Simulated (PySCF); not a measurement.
A structure optimised at PBE-D3(BJ)/def2-SVP, used in a PySCF frequency run:

```
C
H 1 1.1101
H 1 1.1111 2 106.67
C 1 1.5161 2 108.00 3 115.53
F 4 1.3714 1 110.42 2 -177.42
H 4 1.1110 5 108.03 1 123.82
C 1 1.5330 2 110.78 3 -120.50
H 7 1.1102 1 108.61 2 -178.02
H 7 1.1128 8 106.00 1 -117.33
C 7 1.5285 8 110.21 9 -118.80
H 10 1.1082 7 111.45 8 58.32
H 10 1.1097 11 107.59 7 122.20
H 10 1.1099 11 107.61 12 115.35
Cl 4 1.8108 6 105.65 5 -116.47
```

### Question
Write its SMILES and formula.

### Answer
CCC[C@@H](F)Cl, C₄H₈ClF

### Question
What are its rotational constants (standard atomic weights)?

### Answer
6.0040, 1.2705, 1.1015 GHz
